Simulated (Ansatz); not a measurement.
`C[SiH](F)F` + H₂ → `C[SiH2]F` + H–F at 400 K and 1 bar (hydrogenolysis of the Si–F bond).

Isolated molecules relaxed with PBE0-D4/def2-TZVP in Ansatz; ΔE leaves out vibrations. CBS: MP2 limit from def2 TZ/QZ plus the TZ coupled-cluster correction, frozen cores. This one scheme is used for every species.

| species | CCSD(T)/CBS energy (Eh) | H − E (kJ/mol) | S (J/(mol·K)) |
| --- | --- | --- | --- |
| `C[SiH](F)F` | -529.27654 | 160.8 | 332.8 |
| H₂ | -1.17544 | 38.0 | 139.0 |
| `C[SiH2]F` | -430.00374 | 171.0 | 310.0 |
| H–F | -100.39570 | 36.5 | 182.2 |

H − E and S are ideal-gas, rigid-rotor, harmonic terms from PBE0-D4/def2-TZVP. The MP2-based limit puts H₂ 0.8 mEh under its directly extrapolated value; such offsets cancel only in part. 1 Eh = 2625.50 kJ/mol, R = 8.31446 J/(mol·K).

By hand: ΔE, ΔH, ΔS and ΔG.

ΔE = (-430.00374) + (-100.39570) − (-529.27654) − (-1.17544) = 0.05254 Eh = 137.9 kJ/mol. Δ(H − E) = 171.0 + 36.5 − 160.8 − 38.0 = 8.7, so ΔH = 146.6 kJ/mol. ΔS = 310.0 + 182.2 − 332.8 − 139.0 = 20.4 J/(mol·K). ΔG = 146.6 − 400 × (20.4)/1000 = 138.4 kJ/mol.

By hand: the equilibrium constant, and the temperature at which ΔG would vanish if ΔH and ΔS stayed fixed.

log₁₀ K = −ΔG/(RT ln 10) = -18.1. ΔG = 0 at ΔH/ΔS = 7186 K, far beyond where these terms or the molecules hold.

ΔH outweighs TΔS. A doubt of 5 kJ/mol in ΔE shifts log₁₀ K by 0.7 here. These are equilibria of isolated gas molecules and say nothing of rates. Largest T1 diagnostic: 0.011 (customary marks: 0.02 for closed shells, 0.045 for open ones).
